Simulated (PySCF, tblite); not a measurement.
C5H8NOP.
SMILES with atom numbers: `[CH3:1][C:2](=[O:3])[P:4]([CH3:5])[CH2:6][C:7]#[N:8]` (hydrogens: H9, H10, H11 on C1; H12, H13, H14 on C5; H15, H16 on C6)

Structure used (GFN2-xTB), in Å, numbered top down from 1:
```
atom  x, y, z in Å
C1    -1.5794    1.3806    0.6324
C2    -1.3117   -0.0570    0.2944
O3    -1.8268   -0.9914    0.8486
P4    -0.2128   -0.3702   -1.1839
C5     0.4337   -2.0127   -0.6580
C6     1.2515    0.7153   -0.6951
C7     1.5777    0.5740    0.6902
N8     1.8066    0.4419    1.8036
H9    -1.6020    1.9850   -0.2729
H10   -0.7784    1.7409    1.2781
H11   -2.5193    1.4682    1.1730
H12    0.8811   -1.9587    0.3340
H13    1.1654   -2.3636   -1.3844
H14   -0.4060   -2.7051   -0.6354
H15    1.0144    1.7576   -0.9228
H16    2.0985    0.4044   -1.3133
```

Method used: PBE0/def2-SVPD in PySCF (dipole) on a GFN2-xTB geometry, gas phase.

Masses are those of the commonest isotopes; rigid-rotor values at the optimised geometry. The values belong to one conformer with, in the numbering `[CH3:1][C:2](=[O:3])[P:4]([CH3:5])[CH2:6][C:7]#[N:8]`, C1–C2–P4–C5 153°, C2–P4–C6–C7 43°.

What are A, B and C (MHz)?

Ia = 257.71, Ib = 313.17, Ic = 393.93 u·Å²; 505379 MHz·u·Å²/I gives A = 1961, B = 1614, C = 1283 MHz.

Classify the top.

An asymmetric top; Ray's κ = -0.024.

Is it planar, by Δ = Ic − Ia − Ib?

Not planar: Δ = Ic − Ia − Ib = -176.94 u·Å². For a rigid frame Δ = −2 Σ m c², so Σ m c² = 88.47 u·Å² lies off the ab plane: 13.77 from hydrogen and 74.70 from heavier atoms. The atom farthest from that plane is 1.90 Å away.

Give the other two planar moments, Paa and Pbb, and the rms extents of the mass along the axes.

Paa = Σ m a² = (Ib + Ic − Ia)/2 = 224.70 and Pbb = Σ m b² = (Ia + Ic − Ib)/2 = 169.24 u·Å². With the mass M = 129.03 u, the rms extents √(P/M) along a, b and c are 1.32, 1.15, 0.83 Å.

Which types of transition are allowed, and where do some lines up to J = 3 fall?

The dipole components are |μa| = 0.43 D, |μb| = 1.56 D, |μc| = 3.76 D. The squared components, which scale the intensities, stand as 0.01 : 0.17 : 1.00 (a : b : c). Some lines, for components of 0.1 D or more:

```
type  branch         J(Ka,Kc)    MHz  lower level (cm⁻¹)
   a       Q  3(2,1) ← 3(2,2)    616               0.648
   a       Q  2(1,1) ← 2(1,2)    993               0.290
   a       Q  3(1,2) ← 3(1,3)   1938               0.561
   c       Q  3(3,1) ← 3(2,1)   2027               0.669
   b       Q  2(2,1) ← 2(1,2)   2034               0.290
   a       R  1(0,1) ← 0(0,0)   2897               0.000
   b       R  1(1,1) ← 0(0,0)   3244               0.000
   b       R  2(0,2) ← 1(1,1)   5297               0.108
   a       R  2(0,2) ← 1(0,1)   5644               0.097
   b       R  2(2,1) ← 1(1,0)   7166               0.119
   c       R  2(2,1) ← 1(1,1)   7497               0.108
   b       R  2(2,0) ← 1(1,1)   7646               0.108
   a       R  3(1,2) ← 2(1,1)   9059               0.324
   c       R  3(1,2) ← 2(0,2)  10218               0.285
   c       R  3(2,1) ← 2(1,1)  10348               0.324
   b       R  3(3,1) ← 2(2,0)  11184               0.363
   c       R  3(3,0) ← 2(2,0)  11231               0.363
   c       R  3(3,1) ← 2(2,1)  11333               0.358
   b       R  3(2,1) ← 2(1,2)  11340               0.290
   b       R  3(3,0) ← 2(2,1)  11380               0.358
```

Its GFN2-xTB frequencies are all real (lowest 48 cm⁻¹). No vibrational averaging or centrifugal distortion is included, and the geometry carries the error of its method. A rigid rotor knows nothing of internal rotation, which can split or shift real lines. Quadrupole hyperfine structure (14N) is left out.

Rough CPU time on one thread of a shared machine: about 1.7 min. This is the PBE0/def2-SVPD job that gave the dipole, with the excitations it also computed.
